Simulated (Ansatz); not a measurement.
Several settings on one geometry of the cluster In₂N (that of the charge 0 doublet, PBE-D4/def2-TZVP). Ansatz on 4 threads of Arm Neoverse V2 on a shared host; times are rough.

```tsv
atom	x (Å)	y (Å)	z (Å)
In1	-0.405	-1.925	0.284
In2	0.400	1.926	-0.282
N3	0.005	-0.001	-0.001
```

Totals from different functionals, basis sets or treatments of relativity can't be compared as stabilities.

In the def2 sets In takes a core potential; there is no spin–orbit coupling. Correlated methods freeze 9 core orbitals; core or outer-core shells of In are correlated, in sets that lack core-valence functions.

The spins typed aren't always the lowest for that charge.

Q: Give the basis size and estimate the energy, ⟨S²⟩, dipole and time of these runs.

```
run                    method  charge    state                                                                              further keys
  1        ROKS B97/def2-SVPD       0  doublet                                                                              forces asked
  2         UKS revPBE/STO-3G       0  quartet                                              scf: {lower_state_search: off}; forces asked
  3  UKS PBE-QIDH/def2-mTZVPP       0  doublet  fitting: {mean_field: def2-universal-jkfit}; scf: {omitted_lower_state_checks: [starts]}
```

A: 
```
run  functions  energy (Eh)  ⟨S²⟩  dipole (D)  wall time
  1         84    -434.9691     –        0.02      5.5 s
  2         59  -11422.8996  3.75        0.02     0.85 s
  3         96    -434.3833  0.76           –       24 s
```
